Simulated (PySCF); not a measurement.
## Relaxation of singlet TeSF₂

Method: PySCF, PBE0, basis Te def2-TZVP with ECP28, S def2-TZVP, F def2-TZVP (scalar-relativistic core potentials, no spin–orbit coupling, density fitting). A (50,194) grid was used.

A start displaced from a saddle point along its imaginary mode, of Cs symmetry, held to at least that symmetry:

Coordinates in bohr (charge 0 multiplicity 1):
```
Te    0.0000   -0.1478   -0.6028
S     0.0000    0.0390    3.5049
F     3.7170    0.4724   -0.8883
F    -3.7170    0.4724   -0.8883
```

Optimiser trace:
```
step  E − E(last) (kJ/mol)  largest gradient (Eh/bohr)
   0                 96.10                     0.01312
   1                 85.84                     0.01026
   2                 51.22                     0.01517
   3                 43.08                     0.02175
   4                 33.35                     0.02721
   5                 19.54                     0.02537
   6                  2.57                     0.00783
   7                  0.99                     0.00839
   8                  0.31                     0.00707
   9                  0.02                     0.00107
  10                  0.00                     0.00022
  11                  0.00                     0.00003
```

It ends at Cs with Te–F 1.895 Å (×2), Te–S 2.167 Å; F–Te–F 89.9°, F–Te–S 104.4° (×2) (after a last refinement on a finer grid). A frequency run shows a minimum.

Final geometry:
```xyz
4
charge 0 multiplicity 1, angstrom
Te    0.0000   -0.2922   -0.1925
S     0.0000    0.2205    1.9126
F     1.3391    0.8161   -0.9468
F    -1.3391    0.8161   -0.9468
```

The relaxation took 51 s on 2 threads of a shared Arm Neoverse V1 host, with 149 basis functions and 13 gradients; the process peaked at 1.6 GiB. Launch command: `OMP_NUM_THREADS=2 python axn.py task.json out`.
